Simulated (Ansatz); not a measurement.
Ideal-gas functions of Br3ClSn, SMILES `[Cl][Sn]([Br])([Br])[Br]` at 298.15 K and 1 bar, from an Ansatz frequency run at PBE0-D4/def2-TZVP.

Molar mass 393.88 g/mol, point group C3v (symmetry number 3), electronic degeneracy 1, moments of inertia 947.063, 947.162, 1279.923 u Å². Harmonic wavenumbers (cm⁻¹, unscaled): 65, 65, 89, 101, 101, 234, 286, 286, 389.

Use S(trans) = R[1.5 ln M + 2.5 ln T − 1.1517]; rotational temperatures θ = 24.2544 K / I; S(rot) = R[ln(√π/σ · √(T³/θAθBθC)) + 1.5]; for each mode x = 1.438777 ν̃/T, S = R[x/(eˣ − 1) − ln(1 − e⁻ˣ)] and H = RT x/(eˣ − 1); 1 cm⁻¹ = 0.0119627 kJ/mol; R = 8.31446 J/(mol·K).

Question: By hand: the entropy, in J/(mol·K).

Answer: Translation 183.4. Rotation: θ = 0.0256, 0.0256, 0.0189 K, giving 126.1. Vibration, mode by mode: 17.99, 17.99, 15.41, 14.37, 14.37, 7.73, 6.27, 6.27, 4.20, in all 104.6. Electronic 0.0. Sum 414.1 J/(mol·K).

Question: By hand: H − E and G − E in kJ/mol, counted from the electronic energy.

Answer: Zero-point energy ½ × 1616 × 0.0119627 = 9.7; thermal vibration 14.5; translation, rotation and pV give 4 RT = 9.9. H − E = 34.1 kJ/mol, and G − E = 34.1 − 298.15 × 414.1/1000 = -89.4 kJ/mol.

Vibration gives 25 % of the entropy, 80.1 J/(mol·K) of it from the modes under 150 cm⁻¹: soft modes count most, and the harmonic formula is weakest for them.
